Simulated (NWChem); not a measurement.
System: HSOF$_{2}$ cation; SMILES S(F)(=[OH+])F

The following NWChem deck was run.

```
start job
memory heap 200 mb stack 900 mb global 1100 mb
charge 1
geometry units angstroms noautosym nocenter noautoz
  O      0.180590     1.437522     0.000000
  S     -0.453227     0.044047     0.000000
  F      0.276931    -0.686957    -1.159659
  F      0.276931    -0.686957     1.159659
  H      1.161793     1.552824     0.000000
end
basis spherical
  O library pcsseg-1
  S library pcsseg-1
  F library pcsseg-1
  H library pcsseg-1
end
dft
  xc slater vwn_5
  iterations 150
end
property
  shielding 4 1 2 3 5
end
task dft property
```

Excerpt of the output:

```
             Northwest Computational Chemistry Package (NWChem) 7.3.0
             --------------------------------------------------------

                             Geometry "geometry" -> ""
                             -------------------------

 Output coordinates in angstroms (scale by  1.889725989 to convert to a.u.)

  No.       Tag          Charge          X              Y              Z
 ---- ---------------- ---------- -------------- -------------- --------------
    1 O                    8.0000     0.18059000     1.43752200     0.00000000
    2 S                   16.0000    -0.45322700     0.04404700     0.00000000
    3 F                    9.0000     0.27693100    -0.68695700    -1.15965900
    4 F                    9.0000     0.27693100    -0.68695700     1.15965900
    5 H                    1.0000     1.16179300     1.55282400     0.00000000

 Effective nuclear repulsion energy (a.u.)     203.9900011173

                              NWChem Property Module
                              ----------------------

  itol2e modified to match energy
  convergence criterion.

                                 NWChem DFT Module
                                 -----------------

 Summary of "ao basis" -> "ao basis" (spherical)
 ------------------------------------------------------------------------------
       Tag                 Description            Shells   Functions and Types
 ---------------- ------------------------------  ------  ---------------------
 O                          pcsseg-1                 7       17   3s3p1d
 S                          pcsseg-1                10       24   4s5p1d
 F                          pcsseg-1                 7       17   3s3p1d
 H                          pcsseg-1                 3        5   2s1p

  itol2e modified to match energy
  convergence criterion.

            General Information
            -------------------
          SCF calculation type: DFT
          Wavefunction type:  closed shell.
          No. of atoms     :     5
          No. of electrons :    42
           Alpha electrons :    21
            Beta electrons :    21
          Charge           :     1
          Spin multiplicity:     1
          Use of symmetry is: off; symmetry adaption is: off
          Maximum number of iterations: 150
          AO basis - number of functions:    80
                     number of shells:    34
          Convergence on energy requested:  1.00D-07
          Convergence on density requested:  1.00D-05
          Convergence on gradient requested:  5.00D-04

              XC Information
              --------------
                        Slater Exchange Functional  1.000 local
                      VWN V Correlation Functional  1.000 local

             Grid Information
             ----------------
          Grid used for XC integration:  fine
          Radial quadrature: Mura-Knowles
          Angular quadrature: Lebedev.
          Tag              B.-S. Rad. Rad. Pts. Rad. Cut. Ang. Pts.
          ---              ---------- --------- --------- ---------
          O                   0.60       70           7.0       590
          S                   1.00      123           8.0       770
          F                   0.50       70           8.0       590
          H                   0.35       60           8.0       590
          Grid pruning is: on
          Number of quadrature shells:   393
          Spatial weights used:  Erf1

      Superposition of Atomic Density Guess
      -------------------------------------

 Sum of atomic energies:        -671.42428165

 Renormalizing density from      43.00 to     42

      Non-variational initial energy
      ------------------------------

 Total energy =    -662.725501
 1-e energy   =   -1306.438686
 2-e energy   =     439.723185
 HOMO         =      -0.784003
 LUMO         =      -0.346754

   convergence    iter        energy       DeltaE   RMS-Dens  Diis-err
 ---------------- ----- ----------------- --------- --------- ---------
 d= 0,ls=0.0,diis     1   -669.9261086603 -8.74D+02  2.31D-02  3.21D+00
 d= 0,ls=0.0,diis     2   -669.2730558860  6.53D-01  1.79D-02  1.06D+01
 d= 0,ls=0.0,diis     3   -670.1124900624 -8.39D-01  5.10D-03  4.04D-01
 d= 0,ls=0.0,diis     4   -670.1175822165 -5.09D-03  3.05D-03  2.83D-01
 d= 0,ls=0.0,diis     5   -670.1411706478 -2.36D-02  6.60D-04  1.16D-02
  Resetting Diis
 d= 0,ls=0.0,diis     6   -670.1421621839 -9.92D-04  1.17D-04  1.63D-04
 d= 0,ls=0.0,diis     7   -670.1421807238 -1.85D-05  5.45D-05  7.53D-06
 d= 0,ls=0.0,diis     8   -670.1421792557  1.47D-06  3.29D-05  2.42D-05
 d= 0,ls=0.0,diis     9   -670.1421814172 -2.16D-06  8.43D-06  2.24D-06
 d= 0,ls=0.0,diis    10   -670.1421815905 -1.73D-07  1.50D-06  7.17D-08
 d= 0,ls=0.0,diis    11   -670.1421815968 -6.29D-09  2.23D-07  2.52D-09

         Total DFT energy =     -670.142181596840
      One electron energy =    -1323.831955609466
           Coulomb energy =      501.776681559057
    Exchange-Corr. energy =      -52.076908663696
 Nuclear repulsion energy =      203.990001117266

 Numeric. integr. density =       41.999999704457

                       DFT Final Molecular Orbital Analysis
                       ------------------------------------

 Vector   19  Occ=2.000000D+00  E=-6.597925D-01
              MO Center=  1.3D-01,  8.2D-01,  7.8D-09, r^2= 2.1D+00
   Bfn.  Coefficient  Atom+Function         Bfn.  Coefficient  Atom+Function
  ----- ------------  ---------------      ----- ------------  ---------------
     8      0.314412  1 O  py                11      0.259966  1 O  py
     7     -0.220355  1 O  px                49      0.193192  3 F  py
    66      0.193192  4 F  py                 3      0.188666  1 O  s
    10     -0.186539  1 O  px                 5      0.170366  1 O  py
    52      0.168571  3 F  py                69      0.168571  4 F  py

 Vector   20  Occ=2.000000D+00  E=-6.339638D-01
              MO Center=  2.0D-01,  6.8D-01, -1.2D-08, r^2= 2.0D+00
   Bfn.  Coefficient  Atom+Function         Bfn.  Coefficient  Atom+Function
  ----- ------------  ---------------      ----- ------------  ---------------
     9      0.403500  1 O  pz                12      0.362297  1 O  pz
    49      0.215874  3 F  py                66     -0.215874  4 F  py
     6      0.213927  1 O  pz                52      0.187980  3 F  py
    69     -0.187980  4 F  py                46      0.118285  3 F  py
    63     -0.118285  4 F  py                38      0.065304  2 S  d -1

 Vector   21  Occ=2.000000D+00  E=-6.242204D-01
              MO Center= -2.9D-01, -1.5D-01, -2.1D-09, r^2= 2.1D+00
   Bfn.  Coefficient  Atom+Function         Bfn.  Coefficient  Atom+Function
  ----- ------------  ---------------      ----- ------------  ---------------
    21      0.389235  2 S  s                 20      0.371578  2 S  s
    31     -0.351265  2 S  px                48      0.259521  3 F  px
    65      0.259521  4 F  px                19     -0.246140  2 S  s
    51      0.242431  3 F  px                68      0.242431  4 F  px
     3     -0.186560  1 O  s                 45      0.142803  3 F  px

 Vector   22  Occ=0.000000D+00  E=-3.607703D-01
              MO Center= -4.2D-01,  1.3D-01,  7.3D-10, r^2= 1.8D+00
   Bfn.  Coefficient  Atom+Function         Bfn.  Coefficient  Atom+Function
  ----- ------------  ---------------      ----- ------------  ---------------
    36      0.631764  2 S  pz                33      0.594431  2 S  pz
    44      0.252456  3 F  s                 61     -0.252456  4 F  s
    12     -0.248343  1 O  pz                 9     -0.194751  1 O  pz
    48     -0.152032  3 F  px                51     -0.151628  3 F  px
    65      0.152032  4 F  px                68      0.151628  4 F  px

 Vector   23  Occ=0.000000D+00  E=-3.447187D-01
              MO Center= -3.5D-01, -4.5D-02, -8.4D-11, r^2= 2.0D+00
   Bfn.  Coefficient  Atom+Function         Bfn.  Coefficient  Atom+Function
  ----- ------------  ---------------      ----- ------------  ---------------
    35      0.649000  2 S  py                32      0.555862  2 S  py
     3     -0.463242  1 O  s                 44      0.219781  3 F  s
    61      0.219781  4 F  s                 76      0.214394  5 H  s
    53      0.193365  3 F  pz                70     -0.193365  4 F  pz
    50      0.175774  3 F  pz                67     -0.175774  4 F  pz

 Vector   24  Occ=0.000000D+00  E=-2.779386D-01
              MO Center=  1.5D-01,  2.6D-01, -6.2D-10, r^2= 2.0D+00
   Bfn.  Coefficient  Atom+Function         Bfn.  Coefficient  Atom+Function
  ----- ------------  ---------------      ----- ------------  ---------------
    20      0.582308  2 S  s                  3     -0.527531  1 O  s
    34      0.523077  2 S  px                31      0.515719  2 S  px
    21      0.443888  2 S  s                 11      0.340939  1 O  py
    19     -0.295542  2 S  s                  8      0.282630  1 O  py
    44     -0.237543  3 F  s                 61     -0.237543  4 F  s

     Multipole analysis of the density
     ---------------------------------

     L   x y z        total         alpha         beta         nuclear
     -   - - -        -----         -----         ----         -------
     0   0 0 0      1.000000    -21.000000    -21.000000     43.000000

     1   1 0 0      0.213755     -0.214035     -0.214035      0.641825
     1   0 1 0      0.723897     -0.953798     -0.953798      2.631493
     1   0 0 1      0.000000      0.000000      0.000000      0.000000

     2   2 0 0    -15.590661    -19.004427    -19.004427     22.418193
     2   1 1 0      2.913297      1.211763      1.211763      0.489771
     2   1 0 1      0.000000      0.000000      0.000000      0.000000
     2   0 2 0    -16.652433    -57.371998    -57.371998     98.091563
     2   0 1 1      0.000000      0.000000      0.000000      0.000000
     2   0 0 2    -18.708321    -52.575755    -52.575755     86.443189

          -----------------------------------------
          Chemical Shielding Tensors (GIAO, in ppm)
          -----------------------------------------

                                NWChem CPHF Module
                                ------------------

  scftype          =     RHF
  nclosed          =       21
  nopen            =        0
  variables        =     1239
  # of vectors     =        3
  tolerance        = 0.10D-03
  level shift      = 0.00D+00
  max iterations   =       50
  max subspace     =       30

 SCF residual:    6.8890145820186061E-006

Iterative solution of linear equations
  No. of variables     1239
  No. of equations        3
  Maximum subspace       30
        Iterations       50
       Convergence  1.0D-04

   iter   nsub   residual    time
   ----  ------  --------  ---------
     1      3    2.39D-06       9.9

      Atom:    1  O
        Diamagnetic
    393.3404     10.0165      0.0000
     10.0165    403.9937      0.0000
      0.0000      0.0000    377.0939

        Paramagnetic
   -362.1317     60.9692      0.0000
     60.9692   -266.2144      0.0000
      0.0000      0.0000   -215.5273

        Total Shielding Tensor
     31.2088     70.9857      0.0000
     70.9857    137.7793      0.0000
      0.0000      0.0000    161.5666

           isotropic =     110.1849
          anisotropy =      94.6033

          Principal Components and Axis System
                 1           2           3
              173.2538    161.5666     -4.2657

      1         0.4470     -0.0000      0.8945
      2         0.8945     -0.0000     -0.4470
      3         0.0000      1.0000      0.0000

      Atom:    2  S
        Diamagnetic
   1042.6594     -1.1929      0.0000
     -1.1929   1050.8943      0.0000
      0.0000      0.0000   1049.6556

        Paramagnetic
  -1033.7049     33.3659      0.0000
     33.3659  -1256.9345     -0.0000
      0.0000     -0.0000  -1183.4242

        Total Shielding Tensor
      8.9545     32.1730      0.0000
     32.1730   -206.0402     -0.0000
      0.0000     -0.0000   -133.7686

           isotropic =    -110.2847
          anisotropy =    -150.7001

          Principal Components and Axis System
                 1           2           3
             -210.7515   -133.7686     13.6658

      1        -0.1449     -0.0000      0.9894
      2         0.9894     -0.0000      0.1449
      3         0.0000      1.0000      0.0000

      Atom:    3  F
        Diamagnetic
    465.8465     -5.5711     -9.1101
     -5.5711    468.7099     10.6670
     -9.1101     10.6670    479.1467

        Paramagnetic
   -456.6196   -109.2299   -101.5436
   -109.2299   -372.6599     -7.2181
   -101.5436     -7.2181   -352.6552

        Total Shielding Tensor
      9.2269   -114.8010   -110.6537
   -114.8010     96.0500      3.4489
   -110.6537      3.4489    126.4915

           isotropic =      77.2562
          anisotropy =     230.3355

          Principal Components and Axis System
                 1           2           3
              230.8131    107.4975   -106.5422

      1        -0.5811      0.0932      0.8085
      2         0.5112     -0.7312      0.4517
      3         0.6333      0.6758      0.3772

      Atom:    4  H
        Diamagnetic
     38.0793      6.7908      0.0000
      6.7908     22.4737      0.0000
      0.0000      0.0000     15.5496

        Paramagnetic
    -10.2267     -0.8941     -0.0000
     -0.8941     -1.9479     -0.0000
     -0.0000     -0.0000      1.4729

        Total Shielding Tensor
     27.8526      5.8967      0.0000
      5.8967     20.5258     -0.0000
      0.0000     -0.0000     17.0226

           isotropic =      21.8003
          anisotropy =      13.9964

          Principal Components and Axis System
                 1           2           3
               31.1312     17.2471     17.0226

      1         0.8740     -0.4859     -0.0000
      2         0.4859      0.8740      0.0000
      3         0.0000     -0.0000      1.0000
```

Level: LDA (Slater exchange, VWN5)/pcSseg-1, GIAO. The geometry was optimised at PBE0/def2-SVP. The output numbers the shielded atoms by their place in the input's list. The printed shielding anisotropy is the first printed principal value minus the mean of the other two.
